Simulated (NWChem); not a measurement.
ZnNH$_{3}$; SMILES [ZnH][NH2]

All runs: NWChem. The geometry was optimised at PBE0/def2-SVP. Ions are spin-unrestricted doublets at the neutral geometry; other ion states weren't tried. Functional: LC-ωPBE (HJS hole) with def2-SVP; rows give the range parameter ω in 1/bohr.

| range parameter (1/bohr) | vertical ionisation energy, ΔSCF (eV) | −ε(HOMO) (eV) | ΔSCF minus −ε(HOMO) (eV) |
|---|---|---|---|
| 0.10 | 8.96 | 6.24 | 2.72 |
| 0.15 | 8.99 | 6.90 | 2.09 |
| 0.20 | 9.02 | 7.49 | 1.53 |
| 0.30 | 9.04 | 8.44 | 0.60 |
| 0.80 | 8.87 | 10.40 | -1.53 |
